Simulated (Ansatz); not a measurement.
`[OH][GeH2][I]`. Total charge 0; spin multiplicity 1. I takes the def2 core potential. The structure was optimised at the PBE0-D4/def2-TZVP level. It is one conformer, not always the lowest.

```xyz
6

O    -0.134   -1.143    0.870
Ge   -0.299    0.201   -0.268
I     1.954    0.761   -1.242
H     0.495   -0.965    1.574
H    -0.801    1.468    0.440
H    -1.215   -0.321   -1.373
```

(1) What is the dipole moment at B3LYP/def2-TZVPP? (An estimate is asked.)

(2) And with PBE, r2SCAN, ωB97M-V? (Estimate.)

(3) Give the Mulliken charges with B3LYP, PBE, r2SCAN in def2-TZVPP. (An estimate is asked.)

Answers

(1) Computed: 1.28 D, with components (-0.61, 0.76, 0.83) D in this frame, pointing from negative to positive charge.

(2) Ansatz gave: PBE 1.23 D, r2SCAN 1.29 D, ωB97M-V 1.33 D.

(3) The calculation gave: 
| atom | B3LYP | PBE | r2SCAN |
| --- | --- | --- | --- |
| O1 | -0.41 | -0.37 | -0.42 |
| Ge2 | 0.46 | 0.42 | 0.50 |
| I3 | -0.25 | -0.25 | -0.27 |
| H4 | 0.18 | 0.18 | 0.20 |
| H5 | 0.00 | 0.00 | -0.01 |
| H6 | 0.02 | 0.01 | 0.01 |

B3LYP here is the variant with VWN-RPA as its local correlation; programs differ in this.
